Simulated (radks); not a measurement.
Question: All-electron atom: As XIX in [Ne] 3s2 3p1 3d2 (not the ground configuration). Calculated with a radial shooting solver on a logarithmic mesh with Libxc functionals: scalar-relativistic Kohn-Sham, PBE, spin-polarised, spherical densities, finite nucleus; open shells are filled with parallel spins first; Fermi nuclear charge, rms radius 4.0968 fm. Some entries of the table are withheld. Estimate them.

| orbital | occ. | eigenvalue (Ry) | r(max) (bohr) |
|---|---|---|---|
| 1s up | 1 | -913.5473 | 0.02973 |
| 1s down | 1 | -913.4671 | 0.02973 |
| 2s up | 1 | -159.4554 | 0.1693 |
| 2s down | 1 | -159.0895 | 0.1692 |
| 2p up | 3 | (1) | 0.1355 |
| 2p down | 3 | (2) | 0.1355 |
| 3s up | 1 | (3) | 0.4796 |
| 3s down | 1 | (4) | 0.4804 |
| 3p up | 1 | -51.55885 | 0.4666 |
| 3p down | 0 | -50.66301 | 0.4674 |
| 3d up | 2 | -45.46526 | 0.3878 |
| 3d down | 0 | -44.57329 | 0.3864 |

Answer: 
(1) 2p up eigenvalue (Ry): -146.3807
(2) 2p down eigenvalue (Ry): -146.0656
(3) 3s up eigenvalue (Ry): -55.72253
(4) 3s down eigenvalue (Ry): -54.82646
